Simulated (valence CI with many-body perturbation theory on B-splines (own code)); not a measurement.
Eu13+: electric-dipole lines

Method: valence CI with perturbative core correlation (CI+MBPT): four valence electrons over a frozen Dirac-Fock core [Kr] 4d10, a basis of 8 s, 8 p, 9 d, 9 f, 6 g, 3 h, 2 i functions for each j, with the one-electron correlation potential Σ1 (screened to all orders), the two-electron term Σ2, the three-electron term Σ3, Breit, model QED; selected single and double excitations, second order for the rest (own B-spline code, finite nucleus).

No measured levels were compared; by estimate terms of the open shell hold to a few per cent of their energy, and close levels can change places; configurations with another count of f electrons can be misplaced by thousands of cm⁻¹. Core correlation moves these levels by up to 37000 cm⁻¹, and in measured spectra 5 to 20 % of such shifts remained as error; rates that hang on mixing are uncertain with them.

Lines 1 to 50 of 208 in falling wavelength, among levels below 9.839 eV, chosen from the strongest by gf and those to the six lowest levels. Wavelengths and rates use the calculated energies, so an error of 2000 cm⁻¹ moves a line at 17930 Å by 36 % and its rate by three times that or more. Electric multipoles are in the length gauge, E1 and E2 with the static RPA response of the core. Weak lines are less certain than strong ones. Lines between different terms over intervals too small for the method are left out, as are lines whose strength nearly cancels. Where a level lies close to another of its J and parity, the split of strength between their lines is uncertain.

Names give the largest LS component (configuration and term), which can be under half, so a name can repeat, a term be missing and a line seem to break the LS rules; names also repeat where a configuration has a term twice. Letters in brackets count levels of one name in rising energy.

| λ vac (Å) | Upper | Lower | A (s⁻¹) | log gf | Branch % |
| --- | --- | --- | --- | --- | --- |
| 17930 | 4f³5s ⁵S°_2 | 4f²5s² ³P_1 | 1.55e+00 | -6.43 | 6.3 |
| 11430 | 4f³5s ⁵I°_4 | 4f²5s² ³F_4 | 8.93e-02 | -7.80 | 0.3 |
| 10960 | 4f³5s ³I°_7 [a] | 4f²5s² ¹I_6 | 6.56e-01 | -6.75 | 0.3 |
| 10860 | 4f³5s ⁵I°_4 | 4f²5s² ³F_3 | 3.02e-02 | -8.32 | 0.1 |
| 8962 | 4f³5s ⁵I°_5 | 4f²5s² ³F_4 | 3.83e-01 | -7.29 | 1.5 |
| 7362 | 4f³5s ⁵I°_5 | 4f²5s² ³H_6 | 4.28e-02 | -8.42 | 0.2 |
| 7142 | 4f³5s ⁵S°_2 | 4f²5s² ¹D_2 | 1.42e+01 | -6.27 | 58.0 |
| 6435 | 4f³5s ³S°_1 | 4f²5s² ³P_2 | 7.63e+01 | -5.85 | 2.1 |
| 6036 | 4f³5s ⁵I°_6 | 4f²5s² ³H_6 | 2.49e+00 | -6.75 | 22.1 |
| 5960 | 4f³5s ⁵I°_4 | 4f²5s² ³H_5 | 2.38e-02 | -8.94 | 0.1 |
| 5928 | 4f³5s ³F°_2 | 4f²5s² ³P_1 | 2.94e+01 | -6.11 | 0.5 |
| 5687 | 4f³5s ³F°_3 | 4f²5s² ³P_2 | 2.86e+01 | -6.01 | 0.8 |
| 5573 | 4f³5s ³I°_5 [a] | 4f²5s² ¹G_4 | 6.45e+00 | -6.48 | 1.3 |
| 5333 | 4f³5s ³K°_6 | 4f²5s² ¹I_6 | 2.67e+01 | -5.83 | 59.1 |
| 5279 | 4f³5s ³S°_1 | 4f²5s² ³P_1 | 4.85e+02 | -5.22 | 13.4 |
| 5228 | 4f³5s ¹H°_5 | 4f²5s² ¹I_6 | 4.69e+01 | -5.68 | 1.0 |
| 5226 | 4f³5s ³P°_2 | 4f²5s² ³P_2 | 1.41e+02 | -5.54 | 4.2 |
| 5212 | 4f³5s ⁵I°_5 | 4f²5s² ³H_5 | 1.23e+01 | -6.26 | 48.1 |
| 5028 | 4f³5s ⁵I°_7 | 4f²5s² ³H_6 | 1.07e+00 | -7.22 | 30.5 |
| 4983 | 4f³5s ³K°_7 | 4f²5s² ¹I_6 | 1.24e+02 | -5.16 | 78.7 |
| 4896 | 4f³5s ³D°_1 | 4f²5s² ³P_2 | 7.64e+02 | -5.08 | 14.4 |
| 4796 | 4f³5s ³S°_1 | 4f²5s² ³P_0 | 6.21e+02 | -5.19 | 17.2 |
| 4510 | 4f³5s ⁵I°_6 | 4f²5s² ³H_5 | 6.77e+00 | -6.57 | 60.1 |
| 4455 | 4f³5s ⁵I°_4 | 4f²5s² ³H_4 | 3.10e+01 | -6.08 | 99.5 |
| 4437 | 4f³5s ³P°_2 | 4f²5s² ³P_1 | 7.39e+02 | -4.96 | 22.1 |
| 4248 | 4f³5s ³D°_3 | 4f²5s² ³P_2 | 9.95e+02 | -4.72 | 36.0 |
| 4197 | 4f³5s ³D°_1 | 4f²5s² ³P_1 | 2.26e+02 | -5.75 | 4.2 |
| 4193 | 4f³5s ³P°_1 | 4f²5s² ³P_2 | 2.26e+02 | -5.75 | 3.6 |
| 4188 | 4f³5s ³G°_3 [a] | 4f²5s² ¹D_2 | 8.94e+00 | -6.78 | 0.4 |
| 4173 | 4f³5s ³G°_5 [a] | 4f²5s² ¹I_6 | 7.51e+01 | -5.67 | 1.5 |
| 4145 | 4f³5s ⁵F°_3 | 4f²5s² ¹G_4 | 7.38e+00 | -6.88 | 8.0 |
| 4023 | 4f³5s ³P°_0 | 4f²5s² ³P_1 | 1.69e+03 | -5.39 | 99.8 |
| 4023 | 4f³5s ⁵I°_5 | 4f²5s² ³H_4 | 1.20e+01 | -6.50 | 46.9 |
| 3954 | 4f³5s ³F°_2 | 4f²5s² ¹D_2 | 2.16e+02 | -5.60 | 3.9 |
| 3943 | 4f³5s ³I°_5 [a] | 4f²5s² ³F_4 | 7.61e+01 | -5.71 | 15.6 |
| 3934 | 4f³5s ⁵F°_4 | 4f²5s² ¹G_4 | 1.10e+01 | -6.64 | 1.2 |
| 3886 | 4f³5s ³D°_1 | 4f²5s² ³P_0 | 7.73e+01 | -6.28 | 1.5 |
| 3839 | 4f³5s ⁵F°_5 | 4f²5s² ¹G_4 | 8.68e+01 | -5.68 | 5.8 |
| 3827 | 4f³5s ³D°_2 | 4f²5s² ³P_2 | 3.42e+02 | -5.43 | 7.2 |
| 3670 | 4f³5s ³P°_1 | 4f²5s² ³P_1 | 5.67e+02 | -5.46 | 9.0 |
| 3654 | 4f³5s ³S°_1 | 4f²5s² ¹D_2 | 7.89e+02 | -5.32 | 21.8 |
| 3599 | 4f³5s ³I°_5 [a] | 4f²5s² ³H_6 | 1.96e+00 | -7.38 | 0.4 |
| 3567 | 4f³5s ⁵D°_2 | 4f²5s² ³P_2 | 6.31e+01 | -6.22 | 1.2 |
| 3510 | 4f³5s ⁵D°_3 | 4f²5s² ³P_2 | 3.92e+02 | -5.30 | 12.3 |
| 3503 | 4f³5s ¹K°_7 | 4f²5s² ¹I_6 | 1.48e+03 | -4.39 | 93.4 |
| 3501 | 4f³5s ⁵D°_1 | 4f²5s² ³P_2 | 2.68e+02 | -5.83 | 7.0 |
| 3430 | 4f³5s ³P°_1 | 4f²5s² ³P_0 | 3.74e+02 | -5.70 | 6.0 |
| 3400 | 4f³5s ³F°_3 | 4f²5s² ¹D_2 | 2.92e+01 | -6.45 | 0.9 |
| 3386 | 4f³5s ³D°_2 | 4f²5s² ³P_1 | 2.18e+01 | -6.73 | 0.5 |
| 3370 | 4f³5s ³H°_5 | 4f²5s² ¹G_4 | 3.65e+01 | -6.17 | 1.4 |

(1) How does gf follow from A for the line at 10960 Å?

Answers

(1) gf = 1.4992 × (2J+1)_upper × A / σ², with σ = 9121 cm⁻¹ and 2J+1 = 15: gf = 1.77e-07.
